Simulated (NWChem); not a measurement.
Species: CH2N cation; SMILES C#[NH+]

```xyz
4

C     -0.0003     0.5958     0.0000
N      0.0005    -0.5327     0.0000
H     -0.0008     1.6789     0.0000
H      0.0030    -1.5477     0.0000
```
Atoms are numbered in this order, from 1.

Coordinates come from a PBE0-D3(BJ)/def2-TZVP optimisation.

### Question
List the 4 lowest vertical singlet excitations and the 4 lowest triplet ones from B3LYP/6-31G* (spherical d), full TDDFT (NWChem).

### Answer
```tsv
state	energy (eV)	oscillator strength	leading excitation (squared amplitude)
S1	8.67	0.000	HOMO → LUMO (0.50)
S2	8.98	0.000	HOMO−1 → LUMO+1 (0.50)
S3	8.98	0.000	HOMO−1 → LUMO (0.50)
S4	12.70	0.002	HOMO−1 → LUMO+2 (0.95)
T1	6.49	spin-forbidden	HOMO−1 → LUMO (0.51)
T2	7.44	spin-forbidden	HOMO → LUMO (0.50)
T3	7.44	spin-forbidden	HOMO → LUMO+1 (0.50)
T4	8.67	spin-forbidden	HOMO−1 → LUMO+1 (0.50)
```
